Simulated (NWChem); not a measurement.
Species: C₅H₈; SMILES C=C1CCC1

```xyz
13

C      0.1012    -1.9311     0.0000
C     -0.0751    -0.6126     0.0000
C     -0.1223     0.4411     1.0861
C      0.2009     1.4958     0.0000
C     -0.1223     0.4411    -1.0861
H      0.1779    -2.4937    -0.9350
H      0.1779    -2.4937     0.9350
H      0.5801     0.3316     1.9271
H     -1.1374     0.5645     1.5004
H      1.2650     1.7737     0.0000
H     -0.4013     2.4157     0.0000
H     -1.1374     0.5645    -1.5004
H      0.5801     0.3316    -1.9271
```
Atoms are numbered in this order, from 1.

Results from NWChem. Pople sets run with spherical d functions. All runs use the structure optimised with PBE0/def2-SVP. B3LYP is NWChem's, with the RPA form of VWN correlation.

Task: Taking B3LYP/def2-TZVP as the yardstick, which of these has the fewest basis functions while keeping “highest occupied level (eV)” within 0.2 eV of it: B3LYP/6-31G*; B3LYP/STO-3G; B3LYP/6-31+G*; B3LYP/def2-SVPD; B3LYP/def2-SVP; B3LYP/3-21G?

Result: B3LYP/6-31+G*.
```csv
level,basis functions,highest occupied level (eV)
B3LYP/STO-3G,33,-5.08
B3LYP/3-21G,61,-6.53
B3LYP/6-31G*,86,-6.47
B3LYP/6-31+G*,106,-6.73
B3LYP/def2-SVP,110,-6.70
B3LYP/def2-SVPD,164,-6.81
B3LYP/def2-TZVP,203,-6.78
```

The yardstick is one finite set, not the basis-set limit.
